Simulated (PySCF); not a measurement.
**Radial density of V(2+) (vanadium, charge +2)**

UHF, [Ar] 3d3, high-spin 4F determinant. Calculation: PySCF 2.14, in def2-QZVPPD (11s6p5d3f2g, 93 functions); no relativity, point nucleus.

| r (bohr) | 4πr²ρ (e/bohr) | 4πr²(ρα − ρβ) |
| --- | --- | --- |
| 0.00118 | 0.1345 | 0.0000 |
| 0.00198 | 0.3667 | 0.0000 |
| 0.00333 | 0.9754 | -0.0001 |
| 0.00560 | 2.486 | -0.0003 |
| 0.00941 | 5.903 | -0.0006 |
| 0.0158 | 12.45 | -0.0012 |
| 0.0266 | 21.57 | -0.0019 |
| 0.0448 | 27.28 | -0.0015 |
| 0.0753 | 23.20 | 0.0019 |
| 0.127 | 21.85 | 0.0150 |
| 0.213 | 29.66 | 0.1148 |
| 0.359 | 17.09 | 0.6230 |
| 0.603 | 9.532 | 1.7593 |
| 1.01 | 10.52 | 2.2063 |
| 1.71 | 2.586 | 1.0529 |
| 2.87 | 0.1728 | 0.1436 |
| 4.83 | 0.002436 | 0.0024 |
